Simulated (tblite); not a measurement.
C₁₁H₇NS.
Atom-mapped SMILES: `[cH:1]1[cH:2][cH:3][c:4]2[c:5]([cH:6]1)[s:7][c:8]1[n:9][cH:10][cH:11][cH:12][c:13]21` (hydrogens: H14 on C1; H15 on C2; H16 on C3; H17 on C6; H18 on C10; H19 on C11; H20 on C12)

Calculated harmonic vibrations of the isolated species, GFN2-xTB (tblite), most abundant isotopes, no scaling. The method is semi-empirical: single wavenumbers can be off by several per cent or more.

Harmonic wavenumbers (cm⁻¹): 93.5, 121.2, 205.7, 211.0, 262.6, 390.6, 399.7, 413.9, 414.3, 460.6, 478.7, 486.3, 541.7, 588.2, 668.4, 695.9, 706.2, 706.2, 770.6, 771.1, 795.8, 872.4, 903.3, 907.0, 912.6, 923.5, 976.1, 1059.7, 1075.7, 1092.5, 1107.4, 1141.8, 1158.6, 1181.3, 1219.8, 1234.3, 1292.5, 1320.9, 1337.6, 1355.9, 1410.8, 1432.6, 1469.9, 1546.2, 1559.3, 1577.1, 1587.7, 3067.9, 3075.8, 3082.8, 3088.6, 3097.2, 3101.7, 3105.4.

A = 1647, B = 591.2, C = 435.0 MHz; mass 185.030 u (most abundant isotopes); point group Cs, symmetry number 1.

Zero-point energy?

½Σν̃ = 31729 cm⁻¹ = 90.72 kcal/mol.

Entropy at 350 K, 1 bar (ideal gas, RRHO, classical rotation)?

Translation 42.37, rotation 31.49, vibration 28.61: S = 102.5 cal/(mol K).

And Cp and H(350 K) − H(0)?

Cp = 47.56 cal/(mol K), of which vibrations give 39.61 (their classical limit is 54 R = 107.3); H(350 K) − H(0) = 8.81 kcal/mol without the zero-point energy, 6.03 from vibrations.

What must be added to the electronic energy to get the Gibbs energy at 350 K and 1 bar?

ZPE + [H(350 K) − H(0)] − T·S = 90.72 + 8.81 − 35.86 = 63.67 kcal/mol.

Which modes carry the vibrational entropy at 350 K?

93.5 cm⁻¹: 3.90; 121.2 cm⁻¹: 3.39; 205.7 cm⁻¹: 2.38; 211.0 cm⁻¹: 2.33; 262.6 cm⁻¹: 1.93; 390.6 cm⁻¹: 1.25 cal/(mol K); the other 48 give 13.43 together.

How do the functions run with temperature in this model?

```tsv
T (K)	S (cal/(mol K))	Cp (cal/(mol K))	H − H(0) (kcal/mol)	G − H(0) (kcal/mol)	ln q(vib)
100	67.8	15.1	1.06	-5.72	0.64
200	81.9	27.4	3.17	-13.22	2.34
300	95.6	41.1	6.59	-22.10	4.52
500	122.3	63.8	17.23	-43.93	9.62
800	157.1	83.5	39.67	-86.02	17.63
1000	176.6	91.2	57.18	-119.43	22.73
```

q(vib) and H(0) count from the zero-point level.

Blend soft modes into free rotors: weight 1/[1 + (100 cm⁻¹/ν̃)⁴] for the oscillator and the rest for a rotor with moment μB/(μ + B), μ = h/(8π²ν), B = 10⁻⁴⁴ kg m². What vibrational entropy results?

27.97 cal/(mol K) in place of 28.61, which changes −T·S at 350 K by +0.22 kcal/mol.

Hindered rotation and anharmonicity are outside this model.
